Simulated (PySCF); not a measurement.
TaN₂, doublet: molecular constants

Computed with PySCF, UPBE0, basis Ta def2-TZVP with ECP60, N def2-TZVP (scalar-relativistic core potentials, no spin–orbit coupling, density fitting).

The structure is a minimum.

| Item | Value |
| --- | --- |
| Point group | C2v |
| Bond lengths | N–N 1.232 Å, Ta–N 1.964 Å (×2) |
| Bond angles | N–N–Ta 71.7° (×2), N–Ta–N 36.5° |
| Highest occupied level (β) | -5.41 eV |
| Heat capacity Cp at 298.15 K | 42.3 J/(mol K) |
| Principal quadrupole moments (Buckingham, traceless) about the centre of mass | -2.24, 0.79, 1.45 D Å |
| Lowest empty level (β) | -2.96 eV |
| Enthalpy at 298.15 K above 0 K | 10.83 kJ/mol |
| Atomisation energy without zero-point energy | 997 kJ/mol |
| Rotational symmetry number | 2 |
| Dipole moment | 2.60 D |
| Rotational constants | 1.587, 0.1998, 0.1774 cm⁻¹ |
| Principal polarisabilities | 78.1, 86.0, 102.8 bohr³ |
| Zero-point energy | 16.5 kJ/mol |
| Entropy at 298.15 K and 1 bar (electronic part: spin only) | 275.4 J/(mol K) |
| Spin squared ⟨S²⟩ | 1.005 |

Harmonic modes (masses in u: Ta 180.948, N 14.003):
| symmetry | ω (cm⁻¹) | IR (km/mol) |
| --- | --- | --- |
| a1 | 485 | 5.2 |
| b2 | 711 | 7.7 |
| a1 | 1555 | 145 |

In C2v the vibrations span 2a1 + b2. Here b1 is antisymmetric to the molecular plane and b2 lies in it.

Charges (e):
```csv
atom,Mulliken,Löwdin,polar tensor,spin (Mulliken),Mayer order to Ta1
Ta1,0.37,0.27,0.23,0.90,–
"N2,3",-0.18,-0.13,-0.11,0.05,1.25
```
Other Mayer orders above 0.3: N–N 1.59.

Mulliken populations on Ta1 (electrons outside its core potential): s 3.51, p 6.24, d 2.84, f 0.05.

The determinant is spin-contaminated (⟨S²⟩ = 1.01, pure value 0.75). Only a few start shapes were tried, so a lower isomer may exist. Other spin states or occupations of the open shell can lie lower. Spin–orbit coupling, left out here, can matter for elements this heavy.

The final relaxation and frequency run took 26 s on 4 threads of a shared Arm Neoverse V1 host, with 102 basis functions and 8 gradients; the process peaked at 0.99 GiB.
